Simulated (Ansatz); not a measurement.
`C/C(Cl)=C\I` + H₂ → `C=C(C)Cl` + HI at 400 K and 1 bar (hydrogenolysis of a C–I bond).

Gas-phase electronic energies from Ansatz, PBE0-D4/def2-TZVP geometries. CCSD(T)/CBS is the MP2 limit (def2-TZVPP, def2-QZVPP) plus CCSD(T) − MP2 in def2-TZVPP, frozen cores. This one scheme is used for every species. def2 core potentials past Kr. For I outer-core shells are correlated without core-valence functions, which leaves a few kJ/mol of doubt a bond.

```tsv
species	CCSD(T)/CBS energy (Eh)	H − E (kJ/mol)	S (J/(mol·K))
`C/C(Cl)=C\I`	-873.76336	189.3	376.1
H₂	-1.17544	38.0	139.0
`C=C(C)Cl`	-576.92662	210.1	318.6
HI	-298.03592	25.7	215.0
```

H − E and S are ideal-gas, rigid-rotor, harmonic terms from PBE0-D4/def2-TZVP. For small species the MP2-based limit differs from directly extrapolated CCSD(T) by up to some mEh (0.8 for H₂); such offsets cancel only in part. 1 Eh = 2625.50 kJ/mol, R = 8.31446 J/(mol·K).

Problem. By hand: ΔE, ΔH, ΔS and ΔG.

Solution. ΔE = (-576.92662) + (-298.03592) − (-873.76336) − (-1.17544) = -0.02374 Eh = -62.3 kJ/mol. Δ(H − E) = 210.1 + 25.7 − 189.3 − 38.0 = 8.5, so ΔH = -53.8 kJ/mol. ΔS = 318.6 + 215.0 − 376.1 − 139.0 = 18.5 J/(mol·K). ΔG = -53.8 − 400 × (18.5)/1000 = -61.2 kJ/mol.

Problem. By hand: the equilibrium constant, and the temperature at which ΔG would vanish if ΔH and ΔS stayed fixed.

Solution. log₁₀ K = −ΔG/(RT ln 10) = 8.0. ΔH and −TΔS have one sign here, so there is no such temperature.

ΔH outweighs TΔS. A doubt of 5 kJ/mol in ΔE shifts log₁₀ K by 0.7 here. These are equilibria of isolated gas molecules and say nothing of rates. Largest T1 diagnostic: 0.010 (customary marks: 0.02 for closed shells, 0.045 for open ones).
